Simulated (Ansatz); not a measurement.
This geometry of C3H5B (9 atoms, charge 0, multiplicity 1) is a first-order saddle point.

The calculation used RKS PBE/def2-mTZVP in Ansatz 0.2.0.

```xyz
9
Properties=species:S:1:pos:R:3
B 0.258 0.493 -2.684
C 0.119 0.853 -1.325
C 0.429 0.413 0.019
C -0.503 -0.617 0.694
H 1.495 0.125 0.111
H 0.424 1.374 0.593
H -1.248 -0.982 -0.024
H 0.067 -1.479 1.068
H -1.041 -0.181 1.548
```

Problem. Which two structures does it join? (They come from a converged band through this point; their orientation in space is the band's.)

Solution. No bond is made or broken. The dihedral C2–C3–C4–H9 goes from -52 to -172°. The two ends are copies of one structure, up to a mirror image or an exchange of like atoms.

Initial state:

```xyz
9
Properties=species:S:1:pos:R:3
B -0.369 1.140 -2.435
C 0.004 1.151 -1.075
C 0.523 0.306 -0.018
C -0.441 -0.677 0.652
H 1.472 -0.188 -0.307
H 0.875 1.055 0.738
H -0.739 -1.457 -0.062
H 0.029 -1.164 1.520
H -1.353 -0.165 0.988
```

Final state:

```xyz
9
Properties=species:S:1:pos:R:3
B 0.481 0.192 -2.664
C 0.192 0.719 -1.388
C 0.382 0.470 0.028
C -0.501 -0.591 0.692
H 1.450 0.332 0.286
H 0.163 1.472 0.480
H -1.563 -0.412 0.476
H -0.244 -1.588 0.308
H -0.360 -0.595 1.784
```

Problem. How far does it lie above each of them?

Solution. 10.1 kJ/mol above the first and 10.1 kJ/mol above the second. This is the barrier of this one path; another mechanism may lie lower.

Run time: 2.2 min on 1 CPU thread of a shared host.
